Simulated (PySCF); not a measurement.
Cartesian coordinates in Å; atom numbers follow the order of the lines, from 1:
```xyz
13

C     1.893    0.239   -0.317
O     1.109   -0.272    0.715
C    -0.112   -0.802    0.279
B    -1.200    0.241   -0.229
O    -2.373   -0.171   -0.800
O    -0.997    1.572   -0.078
H     2.194   -0.552   -1.036
H     2.803    0.662    0.130
H     1.376    1.039   -0.879
H     0.048   -1.585   -0.499
H    -0.547   -1.342    1.140
H    -2.446   -1.125   -0.888
H    -1.745    2.081   -0.408
```

Geometry: PBE0-D3(BJ)/def2-SVP; GIAO shifts from PySCF, gas phase, non-relativistic, averaged over equivalent atoms.

At LC-wPBE/pcSseg-1 (137 basis functions, 28 s wall time on 1 thread of an Arm Neoverse N1, shared host):
```
   atoms  δ (ppm)
      C3     58.6
      C1     58.5
   O5/O6    116.9
      O2    -19.1
      B4     31.3
 H12/H13     3.66
H7/H8/H9     3.21
 H10/H11     2.91
```

References, each an isolated molecule treated in the same way: ¹³C (188.56 ppm), ¹H (31.33 ppm) against TMS; ¹⁷O (338.72 ppm) against H2O; ¹¹B (101.21 ppm) vs BF3·OEt2.

**Question.** What do these become at BHandHLYP/pcSseg-1?

**Answer.** 
```json
{"atoms": "C3", "δ at BHandHLYP/pcSseg-1": "57.8", "change": "-0.8"}
{"atoms": "C1", "δ at BHandHLYP/pcSseg-1": "57.7", "change": "-0.8"}
{"atoms": "O5/O6", "δ at BHandHLYP/pcSseg-1": "113.3", "change": "-3.6"}
{"atoms": "O2", "δ at BHandHLYP/pcSseg-1": "-15.9", "change": "+3.2"}
{"atoms": "B4", "δ at BHandHLYP/pcSseg-1": "32.2", "change": "+0.9"}
{"atoms": "H12/H13", "δ at BHandHLYP/pcSseg-1": "3.58", "change": "-0.08"}
{"atoms": "H7/H8/H9", "δ at BHandHLYP/pcSseg-1": "3.19", "change": "-0.02"}
{"atoms": "H10/H11", "δ at BHandHLYP/pcSseg-1": "2.83", "change": "-0.08"}
```

δ = σ(ref) − σ, references computed at the same level: ¹³C (σ = 183.98 ppm), ¹H (σ = 31.44 ppm) vs TMS; H2O for ¹⁷O (σ = 334.77 ppm); ¹¹B (σ = 104.59 ppm) vs BF3·OEt2.

The largest change is at O5/O6 (oxygen bonded to B, H). Cost: 137 basis functions, 15 s wall time on 1 thread of an Arm Neoverse N1, shared host.

A carbon bonded to boron is broadened by the quadrupolar boron nucleus and is often missing from a measured spectrum. Experimental scales use liquid or dissolved standards, which lie at an offset from isolated H2O (liquid H2O: subtract about 36 ppm).
